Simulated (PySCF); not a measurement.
Telling isomers of C2H9ClOSi2 apart by NMR

Computed data (PySCF 2.14.0 with density-fitted response routines): coordinates at the GFN2-xTB level, shielding tensors at PBE0/pcSseg-1 (GIAO). Equivalent nuclei averaged, relativity neglected, a single conformation, gas phase.

References, each an isolated molecule treated in the same way: $^{1}$H, $^{13}$C vs TMS. Where no couplings were computed, multiplicities follow the n + 1 count of equivalent neighbours, and m marks all less simple cases (inequivalent or close neighbours, rings, F or P nearby). Shifts are as computed. Against solution values, carbons near 30 ppm lie about +3 ppm off and those near 130 ppm about +5 ppm; carbons on Cl a further +6 ppm. Of 1211 compounds with measured shifts, 218 miss one by over three times the rms of a fit or turn the order of signals round; such compounds aren't used in these exercises. Carbons bonded to Cl come out too deshielded.

(1) Tabulate the signals of `C[SiH2]O[Si@@H](C)Cl`, `C[SiH2]O[SiH2]CCl` and their relative energies.

(2) What is the quickest way to tell C[SiH2]O[Si@@H](C)Cl from C[SiH2]O[SiH2]CCl?

Results:

(1) 
```json
{"SMILES": "C[SiH2]O[Si@@H](C)Cl", "carbon types": "2×CH3", "δC": "5.8, 0.1", "δH": "5.49 (q, 1H), 5.30 (m, 1H), 5.22 (m, 1H), 0.43 (m, 3H), 0.41 (d, 3H)", "E rel. (kcal/mol)": "0.0"}
{"SMILES": "C[SiH2]O[SiH2]CCl", "carbon types": "1×CH2 1×CH3", "δC": "34.5, -0.3", "δH": "5.24 (q, 2H), 5.06 (t, 2H), 2.95 (t, 2H), 0.51 (t, 3H)", "E rel. (kcal/mol)": "44.7"}
```

Energies are electronic energies at PBE0/pcSseg-1 on these geometries, without zero-point or thermal terms, each for the one conformer computed, which needn't be the lowest.

(2) Both give the same number of carbon signals, but DEPT or the intensities differ. The first has a methyl carbon bonded to Si (CH3) at 5.8 ppm, the second an sp3 CH2 bonded to Cl and Si at 34.5 ppm.
